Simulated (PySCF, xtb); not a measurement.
dimethyl selenide cation (C₂H₆Se), SMILES C[Se]C (connectivity only; charge and spin as stated), charge +1, multiplicity 2.

Geometry optimised at B3LYP-D3(BJ)/def2-SVP. The spin state was assumed, not searched.

These are IEF-PCM-PBE0/def2-SVP (PySCF) values and carry that method's errors.

The values are the electrostatic part of the solvation free energy, E(continuum) − E(gas) at the gas-phase geometry, in a cavity of scaled van der Waals radii (PySCF's table); cavitation and dispersion terms are not included.

Q: Estimate the values in water (ε = 78.36), dimethylsulfoxide (ε = 46.83), chlorobenzene (ε = 5.70). (Estimate from the structure and the level; the computed values follow.)

A: 
| solvent | ε | ΔG(elec) (kcal/mol) |
|---|---|---|
| water | 78.36 | -60.1 |
| dimethylsulfoxide | 46.83 | -59.5 |
| chlorobenzene | 5.70 | -50.0 |

For comparison, GFN2-xTB/ALPB(water) (xtb, at the GFN2-xTB geometry, all terms of that model) gives -56.2 kcal/mol.
